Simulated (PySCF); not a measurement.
All values below come from PBE-D3(BJ)/def2-TZVP // M06-2X/def2-TZVP (PySCF). Isolated molecules, 0 K electronic values unless said otherwise. Delta-SCF ions had no search for a lower state. 

Reference species (SMILES): `B` (neutral, multiplicity 1).

| Property | Result |
|---|---|
| LUMO | -3.04 eV |
| vertical ionisation energy (Delta-SCF) | 12.91 eV |

Changed species: `BC(F)(F)F` (X = trifluoromethyl; the reference has X = H).

Give the shifts of the LUMO and vertical ionisation energy (Delta-SCF).

the LUMO falls by 0.74 eV, to -3.78 eV; the vertical ionisation energy (Delta-SCF) falls by 0.78 eV, to 12.13 eV.
